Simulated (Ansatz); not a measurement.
Steps of a relaxation of BF₂H₃Si (`FB(F)[SiH3]`) with RKS PBE-D4/def2-SVP.

```sh
$ ansatz run in.yaml --threads 4 --pin off --events-out ev --progress --plain --max-ram 10444MiB
```

```yaml
crystal:
  periodic: [false, false, false]
  atoms:
    - {symbol: F, position_ang: [2.038000, -0.636800, 0.780300]}
    - {symbol: B, position_ang: [0.567900, -0.772600, 0.559200]}
    - {symbol: F, position_ang: [-0.127300, -1.937700, 1.069600]}
    - {symbol: Si, position_ang: [-0.364600, 0.573200, -0.426700]}
    - {symbol: H, position_ang: [0.463000, 1.638800, -0.863800]}
    - {symbol: H, position_ang: [-1.495300, 1.126200, 0.439300]}
    - {symbol: H, position_ang: [-1.020400, -0.059100, -1.603500]}
basis:
  gaussian: {orbitals: def2-SVP}
hamiltonian: {xc: pbe, dispersion: d4}
relax: {f_tol: 0.03, max_steps: 200}
```

Positions (Å) and forces (eV/Å) along the path, 7 of 7 steps:

```xyz
7
step=1 energy=-14020.7262 eV
F     2.038   -0.637    0.780   -4.307   -0.847   -0.368
B     0.568   -0.773    0.559    3.052   -3.422    2.495
F    -0.127   -1.938    1.070    2.259    2.951   -1.163
Si   -0.365    0.573   -0.427   -2.169    0.343   -0.061
H     0.463    1.639   -0.864    1.034    1.260   -0.488
H    -1.495    1.126    0.439    0.255   -0.109   -0.145
H    -1.020   -0.059   -1.603   -0.124   -0.174   -0.271
7
step=2 energy=-14021.4217 eV
F     1.967   -0.714    0.834   -2.431   -0.206   -0.609
B     0.595   -0.807    0.542    1.988   -1.780    1.986
F    -0.026   -1.909    1.099    0.856    1.523   -0.896
Si   -0.396    0.590   -0.445   -0.818    0.098   -0.185
H     0.472    1.694   -0.882    0.337    0.399   -0.166
H    -1.498    1.130    0.441    0.101   -0.045   -0.047
H    -1.053   -0.051   -1.635   -0.033    0.011   -0.083
7
step=3 energy=-14021.4883 eV
F     1.947   -0.722    0.813    0.306   -0.718    0.477
B     0.649   -0.844    0.610   -0.800    1.710   -1.148
F    -0.103   -1.842    1.027    0.435   -0.754    0.524
Si   -0.387    0.615   -0.449    0.260   -0.621    0.413
H     0.455    1.755   -0.921    0.029    0.118   -0.061
H    -1.475    1.079    0.472   -0.131    0.179   -0.020
H    -1.025   -0.108   -1.598   -0.099    0.085   -0.185
7
step=4 energy=-14021.5581 eV
F     1.947   -0.771    0.793   -0.236    0.136    0.280
B     0.618   -0.782    0.669    0.240   -0.602   -0.831
F    -0.001   -1.909    1.037    0.064    0.269    0.272
Si   -0.407    0.595   -0.434   -0.135    0.184    0.248
H     0.468    1.721   -0.907    0.003   -0.001    0.019
H    -1.516    1.144    0.427   -0.016    0.063   -0.067
H    -1.048   -0.065   -1.631    0.079   -0.049    0.079
7
step=5 energy=-14021.6056 eV
F     1.898   -0.674    0.961    0.039   -0.055   -0.061
B     0.635   -0.833    0.575   -0.090    0.206    0.246
F     0.041   -1.969    0.927    0.027   -0.124   -0.022
Si   -0.417    0.600   -0.421    0.078   -0.142   -0.315
H     0.489    1.671   -0.964   -0.031    0.012    0.024
H    -1.469    1.226    0.448   -0.018    0.005    0.097
H    -1.116   -0.089   -1.570   -0.004    0.098    0.030
7
step=6 energy=-14021.6146 eV
F     1.892   -0.666    0.977   -0.048    0.016    0.006
B     0.625   -0.825    0.597    0.056   -0.057   -0.034
F     0.052   -1.983    0.921    0.004    0.032    0.021
Si   -0.413    0.590   -0.443   -0.014    0.002    0.001
H     0.485    1.671   -0.975    0.005   -0.005    0.008
H    -1.442    1.214    0.464    0.001   -0.002   -0.003
H    -1.138   -0.069   -1.586   -0.004    0.015    0.001
7
step=7 energy=-14021.6153 eV
F     1.889   -0.658    0.979    0.003    0.005   -0.001
B     0.627   -0.829    0.591   -0.013   -0.012    0.000
F     0.054   -1.982    0.933    0.006    0.001    0.003
Si   -0.414    0.585   -0.448    0.003    0.005   -0.003
H     0.489    1.666   -0.971    0.002   -0.001    0.000
H    -1.437    1.206    0.467   -0.003   -0.001    0.000
H    -1.147   -0.057   -1.596    0.000    0.002    0.003
```

Hardware: 4 threads of an Arm Neoverse N1 on a shared host. Wall time 8 s, peak host memory 0.15 GiB.
